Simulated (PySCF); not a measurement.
Coordinates in bohr (charge 1 multiplicity 3):
```
Rh    0.0000    0.0000   -1.5012
S     1.8496    0.0000    2.4148
S    -1.8496    0.0000    2.4148
```

All numbers come from UPBE0/[Rh def2-SVP with ECP28, S def2-SVP], scalar-relativistic core potentials, density fitting, no spin–orbit coupling, PySCF.

This geometry of [RhS2]+ is a stationary point at this level.

**Question.** What is the point group?

**Answer.** C2v.

**Question.** Is it a minimum?

**Answer.** Yes: all harmonic wavenumbers are real.

**Question.** List the harmonic modes with their infrared intensities.

**Answer.** 
```csv
symmetry,ω (cm⁻¹),IR (km/mol)
b2,253,0.5
a1,327,1.8
a1,666,1.6
```

**Question.** Give the atomic charges and bond orders.

**Answer.** 
```tsv
atom	Mulliken	Löwdin	polar tensor	spin (Mulliken)	Mayer order to Rh1
Rh1	0.50	-0.01	0.62	1.11	–
S2,3	0.25	0.50	0.19	0.44	0.99
```
Other Mayer orders above 0.3: S–S 1.53.

In C2v the vibrations span b2 + 2a1. Here b1 is antisymmetric to the molecular plane and b2 lies in it.

Only a few start shapes were tried, so a lower isomer may exist. Open d and f shells are described by one determinant, and the ground state may have another occupation or spin.
